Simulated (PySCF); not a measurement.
# Radial density of Au⁶⁵⁺ (gold, charge +65)

M06, [Ne] 3s2 3p2, high-spin 3P determinant. Computed with PySCF 2.14 in an uncontracted even-tempered set (17 s from 19 bohr⁻², ratio 2.5; 12 p from 25 bohr⁻², ratio 2.5; 4 d from 95 bohr⁻², ratio 2.7; 4 f from 140 bohr⁻², ratio 2.7), with the spin-free X2C one-electron Hamiltonian (Gaussian nucleus).

| r (bohr) | 4πr²ρ (e/bohr) | 4πr²(ρα − ρβ) |
| --- | --- | --- |
| 0.0208 | 90.04 | 3.3421 |
| 0.0349 | 109.7 | 5.8833 |
| 0.0587 | 122.0 | 2.0788 |
| 0.0988 | 47.65 | 3.4681 |
| 0.166 | 32.19 | 14.6761 |
| 0.280 | 4.690 | 2.3937 |
| 0.470 | 0.02360 | 0.0098 |

Densities and radii are taken from the X2C orbitals without a picture-change correction, which distorts them close to the nucleus.

Spin-orbit coupling is strong in this species (close to jj coupling), so the high-spin LS determinant is a model state, not a physical level.
